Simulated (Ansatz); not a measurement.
A nudged elastic band was laid between two geometries of C$_{2}$H$_{3}$NSi (7 atoms, charge 0, multiplicity 1).

These are results of UKS revPBE-D4/def2-SVP (Ansatz), not measurements.

```yaml
movable_images: 5
climbing_image: yes
spring: 5.0 eV/Å²
optimiser: quadratic models (default)
start_path: through a guess of the saddle point
force_threshold: 0.05 eV/Å
iteration_limit: 60
end_points: relaxed
```

First end point:

```xyz
7
Properties=species:S:1:pos:R:3
Si -0.527 1.272 -0.603
C 0.058 -0.289 -0.023
C 0.914 -1.181 0.642
N 0.415 -1.682 -0.438
H -1.664 1.146 -1.574
H -0.790 2.211 0.539
H 1.594 -1.476 1.457
```

Last end point:

```xyz
7
Properties=species:S:1:pos:R:3
Si -0.588 1.060 -0.194
C 0.397 -0.236 0.448
C 0.699 -2.548 -0.621
N 0.558 -1.469 -0.122
H -1.361 0.926 -1.462
H -0.653 2.346 0.557
H 0.948 -0.079 1.393
```

**Question.** What changes between the two ends?

**Answer.** Bonds broken: C2–C3, C3–H7. Bonds formed: C2–H7.

**Question.** Give the energies along the band, and the barrier.

**Answer.** It converged. The highest image is number 2 of 0 to 6, 42.1 kcal/mol above the first end and 62.8 kcal/mol above the last; the last end lies 20.7 kcal/mol below the first. Neighbouring images differ by up to 1.5 eV, so the band resolves the path poorly. A vibrational analysis at the climbing image gives one clearly imaginary mode, 461i cm⁻¹: a first-order saddle point. The orbitals stay closed-shell, which can raise the energy where a bond breaks towards radicals; this wasn't checked here.

```csv
image,path coordinate (Å),energy (kcal/mol),C2–C3 (Å),C3–H7 (Å),C2–H7 (Å)
0,0.00,0.0,1.40,1.10,2.44
1,0.77,7.8,1.39,1.08,2.27
2,1.54,42.1,1.69,1.15,1.69
3,2.18,25.0,1.87,1.77,1.16
4,2.83,-2.3,2.33,2.47,1.10
5,3.47,-17.9,2.54,3.01,1.11
6,4.12,-20.7,2.56,3.20,1.11
```

**Question.** What is the geometry of the highest image?

**Answer.** 
```xyz
7
Properties=species:S:1:pos:R:3:forces:R:3
Si -0.435 1.165 -0.526 0.00 0.00 0.00
C 0.062 -0.486 -0.149 0.01 0.00 -0.01
C 1.113 -1.545 0.640 0.00 0.03 -0.02
N 0.461 -1.744 -0.491 -0.01 -0.01 0.03
H -1.637 1.175 -1.427 0.00 0.00 0.00
H -0.588 1.998 0.713 0.00 0.00 0.00
H 1.023 -0.563 1.239 0.00 -0.02 0.01
```

The run took 2.4 min on 2 threads of Intel(R) Xeon(R) Platinum 8259CL CPU @ 2.50GHz (Skylake/Cascade Lake) (shared host), peak memory 0.19 GiB.
